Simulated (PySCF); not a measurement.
**Computed properties of S₄, SMILES [S](=S)[S]=S**

S4, SMILES S=[S][S]=S (connectivity only; charge and spin as stated), neutral, multiplicity 1. Geometry: ωB97X-D3(BJ)/def2-SVP. One conformer was computed; it need not be the lowest. All values are computed for the isolated molecule unless a solvent is named; none is compared with measurement here.

**Structure.** The optimised structure has C2v symmetry. All 6 harmonic modes at ωB97X-D3(BJ)/def2-SVP (PySCF) are real, so it is a minimum. With heavy atoms numbered as in [S:1]([S:2]=[S:3])=[S:4], the shortest bond between them is S1–S4 at 1.904 Å and the longest S1–S2 at 2.090 Å.

**Vibrations.** The strongest infrared lines (harmonic, unscaled, degenerate partners summed) lie at 691 cm⁻¹ (161 km/mol, S 100 %), 423 cm⁻¹ (9 km/mol, S 100 %), 726 cm⁻¹ (4 km/mol, S 100 %). The softest mode is at 157 cm⁻¹ and the zero-point energy is 3.7 kcal/mol.

**Electronic structure.** HF/def2-TZVPD (PySCF) places the frontier levels at -8.44 and -1.84 eV, a gap of 6.60 eV, and gives a dipole moment of 1.81 D and a mean polarisability of 102.6 bohr³. PBE/def2-TZVPD (PySCF) at the same geometry gives -6.09 and -4.69 eV, so its gap is 5.20 eV narrower. An orbital gap is neither the optical nor the fundamental gap.

**Excitations.** TDA-PBE0/def2-SVPD (PySCF) has S1 at 1.82 eV (681 nm, f = 0.000, dark); the most intense of the 10 singlets computed lies at 2.98 eV (f = 0.12). T1 (TDA) is at 0.54 eV, 1.28 eV under S1. TDA-PBE/def2-SVPD (PySCF) puts S1 at 1.94 eV.

**Solvation.** SMD-B3LYP/6-31G* (PySCF) gives -2.4 kcal/mol in water, -5.6 kcal/mol in ethanol, -5.6 kcal/mol in toluene (1 M in both phases, gas-phase geometry); of these solvents ethanol holds the molecule best.
